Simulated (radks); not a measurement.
Q: Valence configurations of La (all share [Xe]). All-electron calculation, Dirac Kohn-Sham, LDA (Slater exchange, Perdew-Wang correlation), spin-unpolarised, spherical densities, point nucleus; open shells fill j = l - 1/2 first. Program: a radial shooting solver on a logarithmic mesh with Libxc functionals. Order these by energy: 5d1 6p2; 5d1 6s1 6p1; 5d1 6s2; 4f0.5 5d0.5 6s2; 4f1 6s1.5 6p0.5; 6s2 6p1; 6s1 6p2; 4f2 6s1; 4f1 6s2.

A: From the lowest, in eV above it: 4f0.5 5d0.5 6s2 0.000; 5d1 6s2 0.157; 4f1 6s2 0.782; 4f1 6s1.5 6p0.5 1.824; 5d1 6s1 6p1 2.466; 6s2 6p1 2.476; 4f2 6s1 4.730; 5d1 6p2 4.878; 6s1 6p2 5.132. NIST lists [Xe] 5d1 6s2 as the ground configuration; this level of theory puts 4f0.5 5d0.5 6s2 lower, by 0.157 eV. The energies are those of spherical spin-averaged densities, not of single terms. No valid solution was reached for [Xe] 4f1 5d1 6s1.
